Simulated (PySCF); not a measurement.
Species: C6H11NO.
SMILES: `C=CN(C)C(=C)OC`

The closed-shell SCF was solved with PySCF and density fitting under several settings on one GFN2-xTB geometry (grid level 2 and gas phase unless stated).

```
                               settings  basis functions  SCF cycles     E (Eh)  HOMO (eV)  LUMO (eV)  dipole (D)
                          PBE0/pcSseg-1              191          14  -364.7027      -5.58       0.58        1.75
                         PBE0/def2-SVPD              251          14  -364.5032      -5.64       0.42        1.65
mPW1PW91/ANO-RCC-VDZP, start guess vsap              167          15  -365.1945      -5.50       0.39        1.58
```

Estimate the row for these settings: KT2/pcSseg-1.

```json
{"settings": "KT2/pcSseg-1", "basis functions": "191", "SCF cycles": "16", "E (Eh)": "-371.2384", "HOMO (eV)": "-4.57", "LUMO (eV)": "-0.36", "dipole (D)": "1.75"}
```

Over all rows, what range does the HOMO–LUMO gap span?

From 4.21 eV (KT2/pcSseg-1) to 6.16 eV (PBE0/pcSseg-1). The functional of the narrowest has no exact exchange, that of the widest 25 % exact exchange.

Compare two rows with the functional PBE0: PBE0/pcSseg-1 and PBE0/def2-SVPD. Which energy is lower, and by how much?

PBE0/pcSseg-1 (191 functions) lies 0.1995 Eh or 125 kcal/mol below PBE0/def2-SVPD (251 functions). The smaller set gives the lower energy; the two sets aren't nested, so the variational bound doesn't order them by size.

Whole jobs, the steps after the SCF included, on one thread of an Arm Neoverse N1, no GPU, on a shared host:

| settings | work after the SCF | wall time |
| --- | --- | --- |
| PBE0/pcSseg-1 | shieldings, charges and field gradients | 56 s |
| PBE0/def2-SVPD | 6 singlets by full TDDFT, 2 Tamm–Dancoff triplets, polarisability | 86 s |
| mPW1PW91/ANO-RCC-VDZP, start guess vsap | spin–spin couplings from 18 perturbed nuclei, spin–dipole term for 1 of them | 1.8 min |
| KT2/pcSseg-1 | shieldings, charges and field gradients | 71 s |

Cycle counts include a coarse-grid stage where the run had one. KT2 was designed for NMR shieldings or shifts; total energies of different functionals aren't comparable. ANO-RCC sets were contracted for a scalar-relativistic Hamiltonian, but ran non-relativistically here.

Shape of the structure used: `[CH2:1]=[CH:2][N:3]([CH3:4])[C:5](=[CH2:6])[O:7][CH3:8]`: C1–C2–N3–C4 7°, C2–N3–C5–C6 28°, N3–C5–O7–C8 -175°.

One conformer stands for the species.
